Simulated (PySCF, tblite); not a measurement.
Isomers of C10H6O. Level: GFN2-xTB in tblite, geometry and Hessian alike; calculated harmonic values, unscaled, isolated species. Errors from tens to a few hundred cm⁻¹ against measured bands are possible. One conformer each.

Electronic energies: PBE0/pcSseg-1 single points on the GFN2-xTB geometries (PySCF, gas phase).

```csv
SMILES,"electronic energy, lowest = 0 (kcal/mol)"
C#C/C=C\C#Cc1ccco1,63.6
C#Cc1cccc2occc12,0.0
C#Cc1ccc2ccoc2c1,0.7
```

How do GFN2-xTB zero-point energies change the relative energies?

```csv
SMILES,ZPE (kcal/mol),of it from modes above 1550 cm⁻¹,electronic (kcal/mol),"with ZPE, lowest = 0 (kcal/mol)",lowest mode (cm⁻¹),rings
C#Cc1cccc2occc12,76.9,35.0,0.0,0.0,109,2
C#Cc1ccc2ccoc2c1,76.8,35.0,0.7,0.6,92,2
C#C/C=C\C#Cc1ccco1,74.3,38.2,63.6,61.0,29,1
```

The zero-point energies span 2.6 kcal/mol, from `C#C/C=C\C#Cc1ccco1` to `C#Cc1cccc2occc12`. The order is unchanged.

And how do the electronic energies of GFN2-xTB itself compare?

`C#Cc1cccc2occc12` 0.0; `C#Cc1ccc2ccoc2c1` 0.2; `C#C/C=C\C#Cc1ccco1` 60.4 kcal/mol, lowest = 0. Against the energies above, taken from the same isomer `C#Cc1cccc2occc12`, the largest difference is 3.2 kcal/mol.

What do entropy and thermal enthalpy add at 298.15 K and 1 bar (rigid rotor, harmonic oscillator, one conformer each)?

```csv
SMILES,point group,symmetry number,S (cal/(mol K)),H − H(0) (kcal/mol),ZPE + H − H(0) − TS (kcal/mol)
C#Cc1cccc2occc12,Cs,1,90.3,5.95,55.9
C#Cc1ccc2ccoc2c1,Cs,1,90.3,5.94,55.8
C#C/C=C\C#Cc1ccco1,Cs,1,103.9,7.19,50.5
```
